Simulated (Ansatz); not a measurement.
In₁₀Sb₁₁H₂₈²⁺, a nanocrystal cut from wurtzite InSb (hydrogen-capped). Total charge 2; doublet. Geometry PBE-D4/def2-SVP, that of the charge +1 singlet; atoms count from 1.

```xyz
49

Sb   -4.204    0.901    3.183
In   -2.960    2.775    1.209
Sb    2.064    2.653    3.281
In    3.806    4.306    1.494
Sb   -0.635   -1.186    4.193
In   -3.426   -1.785    3.798
In    0.951    0.249    2.237
Sb   -0.866    1.051    0.242
Sb    3.359    2.430   -0.693
In    0.699    2.413   -1.754
Sb   -3.325   -2.682    1.062
In   -1.820   -1.294   -0.989
Sb   -3.460   -0.421   -3.146
Sb    0.427    0.798   -4.104
In   -2.157    0.987   -5.443
Sb    2.859   -1.578    1.272
In    4.671   -0.069   -0.390
In    1.149   -3.890    0.874
Sb    0.261   -3.025   -1.752
Sb    4.154   -1.325   -2.936
In    1.533   -1.815   -4.041
H    -4.334    1.602    4.746
H    -5.896    0.737    2.942
H    -2.249    3.952    2.265
H    -4.196    2.856   -0.001
H     0.700    3.468    3.931
H     2.750    2.213    4.792
H     2.828    5.701    1.210
H     5.377    4.017    2.153
H    -0.617   -0.260    5.643
H     0.218   -2.530    4.827
H    -4.213   -2.798    4.959
H     4.270    3.096   -1.994
H     0.122    4.036   -2.035
H    -4.975   -2.682    0.573
H    -3.107   -4.379    0.960
H    -4.708    0.458   -2.360
H    -4.426   -1.780   -3.557
H     1.513    1.561   -5.203
H    -2.735    2.605   -5.265
H    -2.220   -0.213   -6.685
H     3.747   -1.861    2.719
H     6.323   -0.174    0.130
H    -0.249   -3.429    1.854
H     2.010   -5.388    0.850
H    -0.665   -4.316   -2.415
H     5.005   -0.404   -4.108
H     5.115   -2.741   -3.085
H     1.535   -2.838   -5.443
```

In the def2 sets In, Sb take a core potential; there is no spin–orbit coupling. Single mean-field runs in def2-SVP are fitted with def2-universal-jkfit.

(1) Estimate the Mulliken populations of the heavy atoms from the PBE0/def2-SVP orbitals of Ansatz.

(2) Where does the spin sit?

(3) And the Mayer bond orders between heavy atoms (over 0.3)?

Results:

(1) 
```
atom  charge (e)  spin (α − β)
 Sb1       -0.02          0.00
 In2        0.28          0.00
 Sb3        0.05          0.06
 In4        0.32          0.05
 Sb5        0.02          0.00
 In6        0.26          0.00
 In7        0.10          0.02
 Sb8       -0.31          0.05
 Sb9       -0.15          0.21
In10        0.24         -0.01
Sb11        0.02          0.00
In12        0.10          0.02
Sb13        0.05          0.06
Sb14       -0.15          0.21
In15        0.32          0.05
Sb16       -0.14          0.03
In17        0.26         -0.01
In18        0.30          0.02
Sb19       -0.14          0.03
Sb20        0.04          0.09
In21        0.26         -0.01
```
Mulliken values depend strongly on the basis.

(2) Summed by element: Sb 0.75, In 0.12, H 0.14, of 1 unpaired in all. Largest on single atoms: Sb14 0.21, Sb9 0.21, Sb20 0.09.

(3) Sb1–In2 0.53 (2.99 Å); Sb1–In6 0.79 (2.86 Å); In2–Sb8 0.64 (2.88 Å); Sb3–In4 0.53 (2.99 Å); Sb3–In7 0.77 (2.85 Å); In4–Sb9 0.55 (2.92 Å); Sb5–In6 0.69 (2.88 Å); Sb5–In7 0.71 (2.90 Å); In6–Sb11 0.69 (2.88 Å); In7–Sb8 0.80 (2.82 Å); In7–Sb16 0.87 (2.81 Å); Sb8–In10 0.76 (2.88 Å); Sb8–In12 0.80 (2.82 Å); Sb9–In10 0.70 (2.86 Å); Sb9–In17 0.79 (2.84 Å); In10–Sb14 0.70 (2.86 Å); Sb11–In12 0.71 (2.90 Å); In12–Sb13 0.77 (2.85 Å); In12–Sb19 0.87 (2.81 Å); Sb13–In15 0.53 (2.99 Å); Sb14–In15 0.55 (2.92 Å); Sb14–In21 0.79 (2.84 Å); Sb16–In17 0.71 (2.88 Å); Sb16–In18 0.61 (2.90 Å); In17–Sb20 0.67 (2.89 Å); In18–Sb19 0.61 (2.90 Å); Sb19–In21 0.71 (2.88 Å); Sb20–In21 0.67 (2.89 Å).
